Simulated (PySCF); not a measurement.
Point-charge models of `CC(C)O[SiH2][SiH](F)F` against its computed dipole.

Coordinates (GFN2-xTB, Å) and charges (e) from the PBE0/pcSseg-1 density (PySCF):

```tsv
atom	x	y	z	Mulliken	IAO	Hirshfeld	ESP-fitted
C1	-1.841	0.587	-1.057	-0.2355	-0.4314	-0.1242	-0.5914
C2	-1.207	-0.437	-0.123	-0.0337	+0.1124	+0.0604	+0.6724
C3	-1.955	-0.530	1.202	-0.2170	-0.4248	-0.1234	-0.6460
O4	0.124	-0.075	0.152	-0.6406	-0.6552	-0.2183	-0.5320
Si5	1.465	-0.341	-0.705	+0.4821	+0.6865	+0.3215	+0.3648
Si6	3.035	0.601	0.644	+0.9970	+1.2127	+0.4366	+0.7626
F7	4.246	1.058	-0.309	-0.4287	-0.5431	-0.2151	-0.3331
F8	3.798	-0.505	1.526	-0.4228	-0.5364	-0.2112	-0.3217
H9	-1.820	1.569	-0.592	+0.1140	+0.1456	+0.0424	+0.1594
H10	-1.287	0.631	-1.991	+0.1224	+0.1432	+0.0399	+0.1473
H11	-2.872	0.316	-1.268	+0.1173	+0.1460	+0.0477	+0.1440
H12	-1.208	-1.421	-0.613	+0.1040	+0.1166	+0.0354	-0.0257
H13	-1.969	0.444	1.686	+0.1132	+0.1452	+0.0425	+0.1725
H14	-1.456	-1.236	1.861	+0.1218	+0.1495	+0.0429	+0.1618
H15	-2.976	-0.860	1.035	+0.1101	+0.1433	+0.0461	+0.1556
H16	1.633	-1.781	-0.982	-0.0804	-0.1297	-0.0760	-0.0837
H17	1.406	0.274	-2.045	-0.0923	-0.1406	-0.0808	-0.0986
H18	2.875	1.712	1.567	-0.1309	-0.1398	-0.0663	-0.1081
```

Form Σ q r in debye for every column and set it beside the full dipole.

The full density gives (-3.78, -0.04, -0.72) D, 3.85 D in size; dipole vectors point from the negative to the positive end.

```
    scheme     μx     μy     μz  size (D)  share of the full size (%)  angle to the full dipole (°)
  Mulliken  -5.13   0.38  -1.18      5.27                         137                             5
       IAO  -4.80   0.35  -1.36      5.00                         130                             7
 Hirshfeld  -2.73  -0.02  -0.53      2.79                          72                             0
ESP-fitted  -3.84  -0.05  -0.75      3.91                         102                             0
```

Which set comes closest?

Length of the difference vector: ESP-fitted 0.06 D, Hirshfeld 1.07 D, IAO 1.26 D, Mulliken 1.48 D. Closest: ESP-fitted. The schemes that divide the density aren't constrained to reproduce the dipole.

What is left for the Hirshfeld atoms' own dipoles?

The Hirshfeld atoms' densities add up to the full density, so μ = Σ q r + Σ (atomic dipoles). The atomic dipoles sum to (-3.78, -0.04, -0.72) − (-2.73, -0.02, -0.53) = (-1.05, -0.02, -0.19) D, 1.07 D in size.

With the origin at the mean of the coordinates, (0.000, 0.000, -0.001) Å, which are the largest single terms, by size, of the ESP-fitted dipole along the direction of the full one?

Si6 -11.39, F7 +6.60, F8 +6.20, C1 -5.68, C3 -5.27 D; all 18 atoms together +3.91 D. The single terms depend on the origin, their sum doesn't.

Give the size of the full dipole in other units.

3.85 D = 1.515 au = 0.802 e·Å = 12.85 × 10⁻³⁰ C·m.

The structure is a single GFN2-xTB conformer in the gas phase; no vibrational or solvent corrections.

Conformer computed: `[CH3:1][CH:2]([CH3:3])[O:4][SiH2:5][SiH:6]([F:7])[F:8]`: C1–C2–O4–Si5 -83°, C2–O4–Si5–Si6 -179°, O4–Si5–Si6–F7 -153°.
